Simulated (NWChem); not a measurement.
Species: H2TeSe; SMILES [SeH][TeH]

All runs: NWChem. All runs use the structure optimised with PBE0/def2-SVP. Not confirmed as a minimum by frequencies. def2 effective core potentials on Te; no spin-orbit coupling. Ions are spin-unrestricted doublets at the neutral geometry; other ion states weren't tried.

Question: Predict the results for PBE/def2-SVP. Quantities: vertical ionisation energy, ΔSCF (eV); −ε(HOMO) (eV).

Answer: 
```yaml
vertical ionisation energy, ΔSCF (eV): 8.65
"−ε(HOMO) (eV)": 5.49
```
